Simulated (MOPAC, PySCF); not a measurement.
C$_{7}$H$_{13}$BS, SMILES `C1[C@@H]([C@@H]2C[C@H]([C@H]1C2)B)S`, neutral singlet in the gas phase. 

Z-matrix (Å, degrees):
```
C
H 1 1.0990
C 1 1.5347 2 116.25
H 3 1.1018 1 113.41 2 -62.71
H 3 1.1018 4 108.71 1 -127.23
C 1 1.5348 2 113.86 3 -117.40
H 6 1.1004 1 111.83 2 40.98
H 6 1.1017 7 107.09 1 123.04
C 3 1.5354 4 113.49 5 -126.67
H 9 1.1001 3 116.26 4 61.35
C 9 1.5306 10 113.93 3 -118.15
H 11 1.0992 9 111.49 10 -77.26
H 11 1.1012 12 107.70 9 -121.02
C 9 1.5419 10 112.78 11 -127.10
H 14 1.0999 9 108.77 10 -45.13
C 1 1.5426 2 113.74 6 -125.74
H 16 1.1190 1 109.32 2 82.50
B 16 1.5508 17 97.13 1 123.85
H 18 1.2121 16 120.04 17 83.27
H 18 1.2126 19 118.63 16 175.14
S 14 1.8201 15 107.39 9 -127.84
H 21 1.3516 14 97.13 15 60.21
```
Charge 0, multiplicity 1.

All levels are single points at this geometry (PBE0-D3(BJ)/def2-SVP); Pople sets use spherical d functions. Orbital energies aren't observables, and empty levels follow the basis.

```csv
level,HOMO (eV),LUMO (eV),gap (eV),dipole (D),"vertical IE, Delta-SCF (eV)"
PBE0-D3(BJ)/def2-TZVP in PySCF,-6.74,-1.28,5.46,1.56,8.77
ωB97X-D3(BJ)/def2-TZVP in PySCF,-9.18,0.86,10.04,1.55,9.02
B3LYP/3-21G in PySCF,-6.37,-1.18,5.19,1.77,–
B3LYP/6-311+G** in PySCF,-6.54,-1.55,4.99,1.58,–
B3LYP/LANL2DZ in PySCF,-6.39,-1.37,5.03,1.70,–
BP86/6-31G* in PySCF,-5.46,-2.01,3.45,1.63,–
M06-2X/6-31G* in PySCF,-7.81,0.03,7.84,1.58,–
PBE/6-31G* in PySCF,-5.35,-1.93,3.42,1.62,–
SVWN5/6-31G* in PySCF,-5.45,-2.22,3.24,1.67,–
HF/3-21G in PySCF,-9.61,2.83,12.43,1.88,–
HF/6-31G* in PySCF,-9.51,2.99,12.50,1.66,7.91
AM1 in MOPAC,-8.90,0.87,9.76,1.56,–
PM6 in MOPAC,-8.92,0.01,8.94,1.39,–
```
